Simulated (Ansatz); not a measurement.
The cluster Mg4⁺ (the lowest doublet isomer of a short search), 4 atoms. Hardware: 4 threads of Arm Neoverse V1 on a shared host.

Correlated methods freeze 4 core orbitals; core or outer-core shells of Mg are correlated, in sets that lack core-valence functions.

How many basis functions does each of these Ansatz runs have, and roughly what does it cost? r2SCAN/def2-TZVP, charge 0 singlet at the geometry of the charge 1 doublet, energy, from earlier orbitals; PBE0/def2-TZVP, charge 1 quartet, energy, from earlier orbitals; PBE/def2-TZVP, charge 1 quartet, energy, from earlier orbitals; MP2/def2-TZVP, charge 1 quartet, energy, from earlier orbitals; PBE/def2-TZVP, charge 0 singlet at the geometry of the charge 1 doublet, energy, from earlier orbitals; r2SCAN/def2-TZVP, charge 0 triplet at the geometry of the charge 1 doublet, energy, from earlier orbitals; HF/STO-3G, charge 1 quartet, energy; PBE0/def2-TZVP, charge 1 doublet, energy, from earlier orbitals; BLYP/def2-TZVP, charge 1 quartet, energy, from earlier orbitals; CCSD(T)/def2-TZVPP, charge 1 doublet, energy, from earlier orbitals; B3LYP/def2-TZVP, charge 1 quartet, energy, from earlier orbitals; PBE0/def2-TZVP, charge 1 quartet, relaxation, 14 steps.

Other jobs shared the machine, so times can vary by a factor of up to 3. A dash marks memory too small to be measured apart from the calling script's.

| run | functions | fitting or Cholesky vectors | wall time | peak host memory (GiB) |
| --- | --- | --- | --- | --- |
| HF/STO-3G, charge 1 quartet, energy | 36 | 333 | 0.2 s | – |
| PBE/def2-TZVP, charge 0 singlet at the geometry of the charge 1 doublet, energy, from earlier orbitals | 128 | 1152 | 1 s | – |
| MP2/def2-TZVP, charge 1 quartet, energy, from earlier orbitals | 128 | 1120 | 1.6 s | – |
| PBE/def2-TZVP, charge 1 quartet, energy, from earlier orbitals | 128 | 1152 | 1.9 s | – |
| r2SCAN/def2-TZVP, charge 0 singlet at the geometry of the charge 1 doublet, energy, from earlier orbitals | 128 | 1152 | 2.3 s | – |
| BLYP/def2-TZVP, charge 1 quartet, energy, from earlier orbitals | 128 | 1152 | 2.6 s | – |
| B3LYP/def2-TZVP, charge 1 quartet, energy, from earlier orbitals | 128 | 1152 | 3.1 s | – |
| r2SCAN/def2-TZVP, charge 0 triplet at the geometry of the charge 1 doublet, energy, from earlier orbitals | 128 | 1152 | 5.5 s | – |
| PBE0/def2-TZVP, charge 1 doublet, energy, from earlier orbitals | 128 | 1152 | 5.5 s | – |
| PBE0/def2-TZVP, charge 1 quartet, energy, from earlier orbitals | 128 | 1152 | 6.5 s | – |
| PBE0/def2-TZVP, charge 1 quartet, relaxation, 14 steps | 128 | 1186 | 34 s | – |
| CCSD(T)/def2-TZVPP, charge 1 doublet, energy, from earlier orbitals | 128 | 1120 | 1.7 min | 2.4 |
